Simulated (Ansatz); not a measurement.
GaP2⁻, relaxed as a quintet with UKS r2SCAN-D4/def2-TZVPD in Ansatz, starting from the r2SCAN-D4/def2-TZVPD geometry of the charge -1 singlet. Force threshold 0.02 eV/Å.

The highest occupied level of the charge -1 quintet lies above zero (up to 1.63 eV). It is a level of α spin, whose loss leaves a quartet; that state wasn't run at this geometry and level. The electron is either unbound and held by the finite basis, or the level is raised by self-interaction error. The relaxation made no stability test and no search for a lower SCF solution. At r2SCAN-D4/def2-TZVPD a singlet of charge -1 lies 2.60 eV below the quintet, each at its own geometry. The structure comes from a short search, and lower isomers may exist.

Start:

Cartesian coordinates in Å:
```
Ga -0.674 -0.328 -1.276
P -0.566 0.142 1.121
P 1.240 0.186 0.155
```

(1) Estimate the energy that the relaxation releases and the steps that it takes.

(2) Does the start keep its bonding and symmetry?

(3) Predict the relaxed structure.

Results:

(1) 0.05 eV, in 3 steps; 4.8 s on 4 threads of Intel Xeon on a shared host. No frequencies were taken in this run, so the end may be a saddle point.

(2) By distances, no bond broke or formed. The bond that changes most is P2–P3, from 2.05 to 2.12 Å (atoms count from 1). Point group C2v at the start, C2v at the end, both within 0.05 Å.

(3) 
```xyz
3

Ga   -0.662   -0.322   -1.254
P    -0.602    0.138    1.126
P     1.264    0.184    0.128
```
Bond lengths: 2 × Ga–P 2.42 Å; 1 × P–P 2.12 Å.
